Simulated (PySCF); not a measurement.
## State search for SbF

Unrestricted PBE0; Sb def2-SVP with ECP28, F def2-SVP; scalar-relativistic core potentials (PySCF 2.14). Outer shells of the fragments: Sb 4d10 5s2 5p3; F 2s2 2p5.

Followed along the bond (rough minima from three points):

| 2Ms+1 | unpaired | ⟨S²⟩ at the start | R at minimum (Å) | Te (eV) |
| --- | --- | --- | --- | --- |
| 3 | π ↑↑ | 2.00 | 1.95 | 0.00 |
| 1 | π ↑↓ | 1.01 | 1.95 | 0.32 |
| 1 | none | 0.00 | 1.95 | 1.27 |
| 5 | σ ↑↑, π ↑↑ | 6.00 | none in the scan | ≤ 5.25 |

Solutions found at the starting distance of 1.980 Å, counted from the lowest of them; the search is not exhaustive and high or unbound solutions are not listed, so other states can lie among these:

| 2Ms+1 | unpaired | term | E (eV) | ⟨S²⟩ | ⟨Lz²⟩ | μ (D) |
| --- | --- | --- | --- | --- | --- | --- |
| 3 | π ↑↑ | ³Σ⁻ | 0.00 | 2.00 | 0.00 | -2.73 |
| 1 | π ↑↓ | mixed | 0.32 | 1.01 | 2.01 | -2.71 |
| 1 | none | mixed | 1.28 | 0.00 | 2.00 | -2.62 |
| 3 | σ ↑, π ↑ | ³Π | 2.83 | 2.01 | 1.01 | -2.34 |
| 1 | σ ↓, π ↑ | mixed | 3.16 | 1.00 | 1.01 | -2.28 |
| 3 | σ ↑, π ↑ | ³Π | 5.72 | 2.01 | 1.00 | -0.98 |

A term symbol is given only where ⟨S²⟩ and ⟨Lz²⟩ are close to those of a pure state; real π, δ and φ orbitals otherwise mix terms. A positive dipole means Sb(−)F(+).

Spin–orbit coupling is left out. Counting both spins, an empty level lies below a filled one in some of these solutions, because spin and occupation are held.
